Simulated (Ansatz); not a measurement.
```yaml
crystal:
  periodic: [false, false, false]
  atoms:
    - {symbol: C, position_ang: [-0.504252, -0.285482, -0.314334]}
    - {symbol: C, position_ang: [0.371553, 0.510789, 0.148279]}
    - {symbol: Se, position_ang: [0.794951, -1.324835, 0.760649]}
    - {symbol: H, position_ang: [-1.391705, -0.474040, -0.891343]}
    - {symbol: H, position_ang: [0.779353, 1.499866, 0.255449]}
basis:
  gaussian: {orbitals: x2c-TZVPPall}
total_charge: -3
magnetization: {spin_polarized: true, initial_magnetization: 1}
hamiltonian: {xc: {name: SPW92}}
output: {forces: true}
```

```sh
$ ansatz run in.yaml --threads 2 --pin off --events-out ev --progress --plain --max-ram 4352MiB
```

Output, abridged:

```
Functional definition: SPW92
857 factors; their error is unknown
mean field evaluation 1: about -68058.5138 eV, gradient 7.2e1 eV
mean field evaluation 2: about -67993.6320 eV, gradient 1.4e2 eV
mean field evaluation 4: about -68071.9655 eV, gradient 4.9e1 eV
mean field evaluation 8: about -68089.1471 eV, gradient 3.1e0 eV
mean field evaluation 16: about -68089.3254 eV, gradient 9.6e-1 eV
mean field evaluation 32: about -68089.3297 eV, gradient 2.2e-5 eV
a density is far from that of the atoms, so the factors are made again for it
933 factors; integrals over basis functions are off by at most 9.0e-4 eV
mean field -68089.32971017 eV, -2502.2367142435 hartree, gradient 5.0e-6 eV, S^2 1.229812; 0 other end points of the search recorded, 0 dependent functions left out
reference -68089.32973612 eV, -2502.2367151971 hartree; 26, 25 occupied and 112, 113 virtual orbitals, 933 factors
WARN: the results are in doubt because the forces break the atoms' symmetry
Total energy: -68089.32973612 eV, -2502.2367151971 hartree
Relativity: scalar
Atom 0 at    -0.504252    -0.285482    -0.314334 Å, force    -1.585626     1.213915    -0.929671 eV/Å
Atom 1 at     0.371553     0.510789     0.148279 Å, force    -0.312317     1.667039    -0.983768 eV/Å
Atom 2 at     0.794951    -1.324835     0.760649 Å, force     3.366380    -5.311594     3.266555 eV/Å
Atom 3 at    -1.391705    -0.474040    -0.891343 Å, force    -2.698144    -0.588435    -1.882204 eV/Å
Atom 4 at     0.779353     1.499866     0.255449 Å, force     1.229706     3.019076     0.529088 eV/Å
Dipole moment:     0.961630    -1.552221     0.928328 e Å
In doubt: the forces break the atoms' symmetry
```

(1) Something in this input is off. What?

Answers

(1) The charge is far from anything that the molecule holds. The calculation finished and met its thresholds. The result belongs to that input, not to the molecule as meant.
